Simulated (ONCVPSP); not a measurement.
# Logarithmic derivatives: iron, ONCV

iron (Fe), optimised norm-conserving Vanderbilt (ONCV), made with ONCVPSP 4.0.1 (PBE, scalar-relativistic). Core [Ne], reference 3s2 3p6 3d6 4s2. Waves: 3s+4s: rc 1.55 bohr, ncon 4, nbas 7, qcut 5.9 1/bohr, 2 projectors; 3p: rc 0.90 bohr, ncon 4, nbas 9, qcut 10.8 1/bohr, 3 projectors, debl 1.1 Ha; 3d: rc 1.50 bohr, ncon 4, nbas 8, qcut 12.6 1/bohr, 1 projector. Local part: polynomial inside 0.80 bohr (lpopt 5, dvloc0 0 Ha). Core correction: polynomial model core, fcfact 0.55.

In the p channel the program set the typed energies aside and used -2.207, 0.250, 1.350 Ha.

The phase is arctan(r·R′/R) of the radial function R(r), unwrapped; energies in Ha, scanned from -5 to 5 Ha. A pole is an energy at which the radial function vanishes at the test radius. The pseudo phase is shifted by a multiple of π to meet the all-electron one at the reference energy, and phase errors are pseudo minus all-electron; the curves can meet again beyond the range given. Levels narrower than the energy grid can be missing from the lists of poles.

Problem. For each channel, where are the poles, and over which energies does the pseudopotential scatter like the atom?

Solution.

| channel | radius (bohr) | reference energy (Ha) | poles, all-electron | poles, pseudo | unbroken range about the reference energy with phases within 0.05 rad | phase error 1 Ha above the reference energy (rad) |
| --- | --- | --- | --- | --- | --- | --- |
| s | 1.57 | -0.19 | -3.23 | -3.23 | the whole range | -0.002 |
| p | 0.91 | -2.21 | 2.79 | 2.79 | the whole range | +0.000 |
| d | 1.53 | -0.28 | 0.33 | 0.34 | below 1.6 | +0.011 |

Phases in the d channel:

| E (Ha) | all-electron | pseudo |
| --- | --- | --- |
| -4.96 | 1.308 | 1.309 |
| -4.48 | 1.290 | 1.291 |
| -4.00 | 1.268 | 1.269 |
| -3.52 | 1.240 | 1.241 |
| -3.04 | 1.203 | 1.204 |
| -2.56 | 1.150 | 1.152 |
| -2.08 | 1.068 | 1.071 |
| -1.60 | 0.918 | 0.924 |
| -1.12 | 0.558 | 0.567 |
| -0.64 | -0.447 | -0.442 |
| -0.16 | -1.266 | -1.266 |
| 0.32 | -1.567 | -1.562 |
| 0.80 | -1.737 | -1.724 |
| 1.28 | -1.890 | -1.861 |
| 1.76 | -2.090 | -2.022 |
| 2.24 | -2.438 | -2.267 |
| 2.72 | -3.092 | -2.708 |
| 3.20 | -3.785 | -3.370 |
| 3.68 | -4.158 | -3.897 |
| 4.16 | -4.346 | -4.181 |
| 4.64 | -4.456 | -4.338 |
